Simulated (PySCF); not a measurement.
## Telling isomers of C$_{4}$H$_{9}$F$_{3}$Si$_{2}$ apart by NMR

Computed data (PySCF 2.14): PBE0/pcSseg-1 with gauge-including orbitals, structure optimised with PBE0-D3(BJ)/def2-SVP. Gas phase, one averaged value for each set of equivalent atoms, no relativistic terms, single conformer.

Scale: TMS for ¹H and ¹³C (reference shieldings calculated alike). Splittings of carbon signals by F and P are missing where no couplings were computed. Where no couplings were computed, multiplicities follow the n + 1 count of equivalent neighbours, and m marks all less simple cases (inequivalent or close neighbours, rings, F or P nearby). Shifts are as computed. Against solution values, carbons near 30 ppm lie about +2 ppm off and those near 130 ppm about +5 ppm. Of 1309 compounds with measured shifts, 239 miss one by over three times the rms of a fit or turn the order of signals round; such compounds aren't used in these exercises.

(1) Tabulate the signals of `C[SiH2]/C=C(\[SiH3])C(F)(F)F`, `C[SiH2]/C=C(/[SiH3])C(F)(F)F` and their relative energies.

(2) What is the quickest way to tell C[SiH2]/C=C(\[SiH3])C(F)(F)F from C[SiH2]/C=C(/[SiH3])C(F)(F)F?

Results:

(1) 
```json
{"SMILES": "C[SiH2]/C=C(\\[SiH3])C(F)(F)F", "carbon types": "2×C 1×CH 1×CH3", "δC": "155.6, 152.0, 128.2, -7.4", "δH": "7.57 (m, 1H), 4.48 (m, 2H), 4.32 (s, 3H), 0.36 (t, 3H)", "E rel. (kcal/mol)": "0.2"}
{"SMILES": "C[SiH2]/C=C(/[SiH3])C(F)(F)F", "carbon types": "2×C 1×CH 1×CH3", "δC": "164.8, 156.2, 130.2, -5.6", "δH": "7.46 (m, 1H), 4.33 (m, 2H), 4.33 (s, 3H), 0.37 (t, 3H)", "E rel. (kcal/mol)": "0.0"}
```

Energies are electronic energies at PBE0/pcSseg-1 on these geometries, without zero-point or thermal terms, each for the one conformer computed, which needn't be the lowest.

(2) Both give the same number of carbon signals, with the same numbers of each carbon type, so the positions decide. The first has an alkene CH at 155.6 ppm, the second an alkene CH at 164.8 ppm.
